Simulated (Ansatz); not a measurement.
Al2Cl4H2, SMILES `[Cl][Al@H-]1[Cl+][Al@@H-]([Cl])[Cl+]1`. Charge 0, multiplicity 1.

```xyz
8

Cl    1.729   -2.227   -1.200
Al    1.169   -0.219   -1.078
Cl    1.124    0.398    1.119
Al   -1.156    0.458    1.016
Cl   -1.919   -1.166    2.085
Cl   -1.106   -0.083   -1.202
H     1.819    0.913   -1.937
H    -1.660    1.925    1.196
```

Problem. What are the harmonic wavenumbers in cm⁻¹ at PBE0-D4/def2-TZVP (Ansatz, finite differences of forces, unscaled)? (An estimate is asked.)

Solution. Computed: 21, 106, 119, 140, 144, 231, 270, 355, 372, 379, 531, 538, 540, 594, 607, 634, 2015, 2018.

Problem. Is this a minimum?

Solution. Yes, all 18 modes are real.

Problem. Give the ideal-gas thermochemistry at 298.15 K and 1 bar (rigid rotor, harmonic oscillator; point group C2v, symmetry number 2).

Solution. Zero-point energy 57.5 kJ/mol; H(298) − E = 85.0 kJ/mol; entropy 415.9 J/(mol·K), of which translation 174.8, rotation 122.6, vibration 118.6; G(298) − E = -39.0 kJ/mol. Modes under 100 cm⁻¹ are hindered rotations or soft bends, so the harmonic entropy is rough.
